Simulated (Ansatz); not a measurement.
`O[SiH2]/N=C/F` + H₂Se → `O[SiH2][SeH]` + `N=CF`  (ligand exchange at the Si–N bond)

Calculated with Ansatz (gas phase, PBE0-D4/def2-TZVP geometries, no zero-point term in ΔE). CCSD(T)/CBS adds triple-zeta CCSD(T) − MP2 to the extrapolated MP2 energy (def2 sets, frozen cores). This one scheme is used for every species. For Se outer-core shells are correlated without core-valence functions, which leaves a few kJ/mol of doubt a bond. Scalar relativity is left out up to krypton. Each species was taken in one conformer, which may not be the lowest.

| species | HF/CBS(def2) energy (Eh) |
| --- | --- |
| `O[SiH2]/N=C/F` | -558.09801 |
| H₂Se | -2401.05864 |
| `O[SiH2][SeH]` | -2766.16063 |
| `N=CF` | -192.99347 |

Task: Work out ΔE.

Result: ΔE = (-2766.16063) + (-192.99347) − (-558.09801) − (-2401.05864) = 0.00255 Eh = +6.7 kJ/mol. CCSD(T)/CBS gives -5.9 kJ/mol.

Largest T1 diagnostic among the species: 0.013.

From BLYP to BHLYP (50 % exact exchange), in def2-TZVPP and without D4, ΔE moves by +3.6 kJ/mol. At CCSD(T), def2-SVP lies +5.2 kJ/mol from the extrapolated value and def2-TZVPP +4.1 kJ/mol. Leaving LDA and LC-ωPBE aside and taking each functional with its dispersion term where it has one, the values, not all of them listed here, spread over 14.8 kJ/mol, from PBE-D4 to CAM-B3LYP-D4. LDA lies +5.4 kJ/mol from PBE without D4.
